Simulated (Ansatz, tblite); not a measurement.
Removing and adding an electron: Na2Se (the lowest singlet isomer of a short search). Charge 0, multiplicity 1. Geometry: PBE-D4/def2-TZVP. Ansatz, gas phase; energy differences of separate SCF runs; the oxidised species was run as a doublet alone; the reduced species was run as a doublet alone.

```xyz
3

Na   -1.607   -0.257   -1.375
Na    1.346   -0.709    1.492
Se    0.261    0.966   -0.117
```

The xTB rows come from tblite. Correlated methods freeze 11 core orbitals; core or outer-core shells of Na, Se are correlated, in sets that lack core-valence functions. In CCSD on the charge -1 doublet the largest single amplitude is 0.23, so its Hartree–Fock determinant may place the open shell otherwise than the density functionals do. The structure comes from a short search, and lower isomers may exist.

```
               level  −HOMO (eV)  vertical IE (eV)  −LUMO (eV)  vertical EA (eV)  HOMO–LUMO gap (eV)  IE − EA (eV)                       remarks
            GFN1-xTB        7.65             10.30        4.95              3.05                2.70          7.25                             –
       HF/def2-TZVPD           –                 –           –              0.19                   –             –                             –
       HF/def2-TZVPP           –              4.39           –                 –                   –             –                             –
    PBE-D4/def2-TZVP        3.20              5.87        1.88                 –                1.32             –                             –
r2SCAN-D4/def2-TZVPD        3.21                 –        1.40              0.57                1.80             –  HOMO above zero (-1 doublet)
   PBE0-D4/def2-TZVP        3.99              5.68        1.34                 –                2.66             –                             –
     CCSD/def2-TZVPP           –              5.41           –                 –                   –             –                             –
  CCSD(T)/def2-TZVPP           –              5.54           –                 –                   –             –                             –
```

**Question.** Estimate the rows for GFN2-xTB, PBE-D4/def2-TZVPD, r2SCAN-D4/def2-TZVP, PBE0-D4/def2-TZVPD, MP2/def2-TZVPD, MP2/def2-TZVPP, CCSD/def2-TZVPD, CCSD(T)/def2-TZVPD.

**Answer.** 
| level | −HOMO (eV) | vertical IE (eV) | −LUMO (eV) | vertical EA (eV) | HOMO–LUMO gap (eV) | IE − EA (eV) | remarks |
| --- | --- | --- | --- | --- | --- | --- | --- |
| GFN2-xTB | 9.40 | 11.82 | 8.12 | 5.34 | 1.28 | 6.48 | – |
| PBE-D4/def2-TZVPD | 3.22 | – | 1.88 | 0.64 | 1.34 | – | HOMO above zero (-1 doublet) |
| r2SCAN-D4/def2-TZVP | 3.19 | 5.69 | 1.41 | – | 1.78 | – | – |
| PBE0-D4/def2-TZVPD | 4.01 | – | 1.34 | 0.56 | 2.67 | – | HOMO above zero (-1 doublet) |
| MP2/def2-TZVPD | – | – | – | 0.30 | – | – | – |
| MP2/def2-TZVPP | – | 5.60 | – | – | – | – | – |
| CCSD/def2-TZVPD | – | – | – | 0.34 | – | – | – |
| CCSD(T)/def2-TZVPD | – | – | – | 0.39 | – | – | – |

   A HOMO above zero means that the electron is unbound at that level or that self-interaction error raises the level; the energy of removing that electron tells which. Raw xTB energy differences between charge states are shifted by several eV; the methods need an empirical correction for them.
